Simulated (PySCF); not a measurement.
## How methods differ on the excitation energy of Pb

Pb [Xe] 4f14 5d10 6s2 6p2 (3P) → Pb [Xe] 4f14 5d10 6s1 6p3 (5S), as a difference of total energies. All numbers are calculated (PySCF 2.14, scalar relativity through the core potential, in aug-cc-pVTZ-PP with one added diffuse shell each of d, f type with ECP60MDF (6s5p5d3f, 67 functions)). Correlated levels: valence: 5s2 5p6 5d10 frozen. The calculations carry no spin-orbit coupling.

| method | excitation energy (cm⁻¹) |
| --- | --- |
| UHF | 37860 |
| LDA | 58411 |
| PBE | 56122 |
| PBE0 | 52755 |
| r2SCAN | 51779 |
| wB97X | 58219 |
| M06-L | 57490 |
| revPBE | 55291 |
| LC-wPBE | 49843 |
| MP2 (valence) | 42904 |
| SCS-MP2 (valence) | 45212 |

Spin-orbit coupling is strong in these open shells (close to jj coupling). The scalar numbers leave it out and a first-order estimate fails, so it can dominate the gap to the real levels.
